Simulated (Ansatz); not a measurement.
Cost and result up the ladder for trans-Hf(H2O)2Br4 (HfBr₄O₂H₄) (11 atoms). The state is a singlet with charge 0. Geometry: B3LYP-D4/def2-SVP.

| atom | x (Å) | y (Å) | z (Å) |
| --- | --- | --- | --- |
| Br1 | -0.925 | 1.282 | -2.000 |
| Br2 | 1.401 | -0.217 | 2.215 |
| Br3 | -2.232 | 0.118 | 1.327 |
| Br4 | 1.802 | -1.230 | -1.380 |
| Hf5 | 0.012 | -0.012 | 0.042 |
| O6 | 0.881 | 2.038 | 0.285 |
| O7 | -0.881 | -2.042 | -0.280 |
| H8 | 1.480 | 2.285 | 1.008 |
| H9 | 0.729 | 2.759 | -0.346 |
| H10 | -0.486 | -2.705 | -0.870 |
| H11 | -1.781 | -2.275 | -0.002 |

Ansatz on 4 threads of Arm Neoverse V1 on a shared host. Times are rough, and most runs start from the orbitals of an earlier one. PBE0-D4/def2-TZVP serves as the yardstick here, not as an exact answer. Differences are given only for rows in sets of like size (and for xTB, whose basis is part of the method), since another set adds its own error. Binding counts from free atoms at the same level (Br doublet, Hf triplet, O triplet, H doublet; other spins of the atoms weren't run), without zero-point energy or a counterpoise term.

In the def2 sets Hf takes a core potential; there is no spin–orbit coupling. Correlated methods freeze 38 core orbitals; core or outer-core shells of Br, Hf are correlated, in sets that lack core-valence functions. No other spin state of charge 0 was run. Another isomer (singlet) lies 0.19 eV lower at PBE0-D4/def2-TZVP; other spin states weren't run for this one.

Correlated methods converge slowly with the basis.

| level | functions | wall time | binding energy per atom (eV) | difference from PBE0-D4/def2-TZVP (eV) |
| --- | --- | --- | --- | --- |
| LDA (SPW92)/def2-TZVP | 318 | 4.8 s | 4.15 | 0.57 |
| PBE-D4/def2-SVP | 208 | 6 s | 3.69 | – |
| PBE0-D4/def2-SVP | 208 | 11 s | 3.60 | – |
| PBE-D4/def2-TZVP (with forces) | 318 | 11 s | 3.66 | 0.07 |
| r2SCAN-D4/def2-TZVP | 318 | 20 s | 3.65 | 0.07 |
| PBE0-D4/def2-TZVP | 318 | 27 s | 3.58 | 0.00 |
| MP2/def2-TZVP | 318 | 30 s | 3.66 | 0.08 |
| BHLYP-D4/def2-TZVP | 318 | 31 s | 3.45 | -0.13 |
